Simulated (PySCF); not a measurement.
## Atomic charges against the basis set

Species: C3H14Si3.
Structure used (PBE0-D3(BJ)/def2-SVP), in Å, numbered top down from 1:
```xyz
20
C3H14Si3 angstrom
C     -1.8029    0.1651    0.9053
C     -1.7566   -0.6345   -0.3872
C     -0.9183    0.0087   -1.4911
Si     0.9158    0.3099   -1.0808
Si     1.2801    2.1635    0.3217
Si     1.8686   -1.5721   -0.0527
H     -2.4753   -0.2990    1.6425
H     -2.1589    1.1933    0.7289
H     -0.8086    0.2355    1.3767
H     -2.7845   -0.7837   -0.7605
H     -1.3699   -1.6477   -0.1761
H     -1.3551    0.9771   -1.7937
H     -0.9294   -0.6257   -2.3939
H      1.6537    0.5753   -2.3595
H      1.2112    1.7695    1.7643
H      2.6326    2.7510    0.0666
H      0.2493    3.2229    0.0791
H      1.6288   -2.8159   -0.8514
H      3.3442   -1.3832    0.1057
H      1.2747   -1.7702    1.3077
```

PBE0 throughout (PySCF), one geometry, spherical d and f functions. One conformer (not necessarily the lowest) at the PBE0-D3(BJ)/def2-SVP geometry, without solvent, vibrations or thermal averaging. Atoms taken as equivalent share a column and are averaged. The first 7 of 10 kinds of atom are listed.

Mulliken charges (e):

```tsv
basis	functions	C1	C2	C3	Si4	Si5/Si6	H7/H8/H9	H10/H11
STO-3G	56	-0.234	-0.142	-0.290	+0.324	+0.337	+0.075	+0.072
6-31G	94	-0.495	-0.316	-0.613	+0.247	+0.270	+0.172	+0.175
6-31G*	124	-0.531	-0.331	-0.535	+0.159	+0.135	+0.182	+0.180
def2-SVP	166	-0.093	-0.093	-0.275	+0.034	+0.164	+0.052	+0.050
6-311+G(2d,p)	270	-0.531	-0.209	-0.539	+0.499	+0.001	+0.150	+0.142
def2-TZVP	288	-0.377	-0.184	-0.319	+0.083	+0.003	+0.126	+0.113
```

IAO charges (e):

```json
{"basis": "STO-3G", "functions": "56", "C1": "-0.388", "C2": "-0.253", "C3": "-0.478", "Si4": "+0.326", "Si5/Si6": "+0.369", "H7/H8/H9": "+0.129", "H10/H11": "+0.127"}
{"basis": "6-31G", "functions": "94", "C1": "-0.425", "C2": "-0.245", "C3": "-0.489", "Si4": "+0.262", "Si5/Si6": "+0.150", "H7/H8/H9": "+0.142", "H10/H11": "+0.137"}
{"basis": "6-31G*", "functions": "124", "C1": "-0.406", "C2": "-0.234", "C3": "-0.498", "Si4": "+0.308", "Si5/Si6": "+0.253", "H7/H8/H9": "+0.135", "H10/H11": "+0.130"}
{"basis": "def2-SVP", "functions": "166", "C1": "-0.396", "C2": "-0.229", "C3": "-0.496", "Si4": "+0.306", "Si5/Si6": "+0.263", "H7/H8/H9": "+0.132", "H10/H11": "+0.128"}
{"basis": "6-311+G(2d,p)", "functions": "270", "C1": "-0.418", "C2": "-0.241", "C3": "-0.514", "Si4": "+0.321", "Si5/Si6": "+0.273", "H7/H8/H9": "+0.139", "H10/H11": "+0.134"}
{"basis": "def2-TZVP", "functions": "288", "C1": "-0.418", "C2": "-0.241", "C3": "-0.517", "Si4": "+0.326", "Si5/Si6": "+0.278", "H7/H8/H9": "+0.139", "H10/H11": "+0.134"}
```

Hirshfeld charges (e):

```json
{"basis": "STO-3G", "functions": "56", "C1": "-0.046", "C2": "-0.013", "C3": "-0.094", "Si4": "+0.217", "Si5/Si6": "+0.239", "H7/H8/H9": "+0.011", "H10/H11": "+0.008"}
{"basis": "6-31G", "functions": "94", "C1": "-0.096", "C2": "-0.045", "C3": "-0.133", "Si4": "+0.152", "Si5/Si6": "+0.171", "H7/H8/H9": "+0.035", "H10/H11": "+0.033"}
{"basis": "6-31G*", "functions": "124", "C1": "-0.096", "C2": "-0.047", "C3": "-0.134", "Si4": "+0.145", "Si5/Si6": "+0.178", "H7/H8/H9": "+0.036", "H10/H11": "+0.034"}
{"basis": "def2-SVP", "functions": "166", "C1": "-0.112", "C2": "-0.059", "C3": "-0.145", "Si4": "+0.183", "Si5/Si6": "+0.202", "H7/H8/H9": "+0.037", "H10/H11": "+0.035"}
{"basis": "6-311+G(2d,p)", "functions": "270", "C1": "-0.115", "C2": "-0.070", "C3": "-0.155", "Si4": "+0.174", "Si5/Si6": "+0.201", "H7/H8/H9": "+0.039", "H10/H11": "+0.039"}
{"basis": "def2-TZVP", "functions": "288", "C1": "-0.117", "C2": "-0.069", "C3": "-0.155", "Si4": "+0.174", "Si5/Si6": "+0.197", "H7/H8/H9": "+0.040", "H10/H11": "+0.039"}
```

Q: Which scheme is steadiest as the basis changes?

A: Largest range over the bases for any column: Hirshfeld 0.07 e, IAO 0.22 e, Mulliken 0.47 e. Hirshfeld charges move least and Mulliken charges most, counted in e. Without the minimal STO-3G basis the ranges are Hirshfeld 0.04, IAO 0.13, Mulliken 0.47 e.

Q: How much do the charges still move between the two largest bases, 6-311+G(2d,p) and def2-TZVP?

A: At most, over all atoms: Mulliken 0.416 e, IAO 0.005 e, Hirshfeld 0.004 e.

Q: What do the same runs give for the total energy, the frontier levels and the dipole moment?

A: 
```
        basis  energy (Eh)  HOMO (eV)  LUMO (eV)  μ (D)
       STO-3G    -979.2852      -5.45       5.79   0.50
        6-31G    -990.5347      -7.72       0.43   1.25
       6-31G*    -990.6375      -7.60       0.12   1.34
     def2-SVP    -990.3380      -7.70      -0.03   1.29
6-311+G(2d,p)    -990.7561      -7.67      -0.31   1.28
    def2-TZVP    -990.7645      -7.65      -0.25   1.31
```

The dipole is fixed by the density alone, so its range of 0.84 D shows that the density itself changes with the basis, not only its division among atoms.
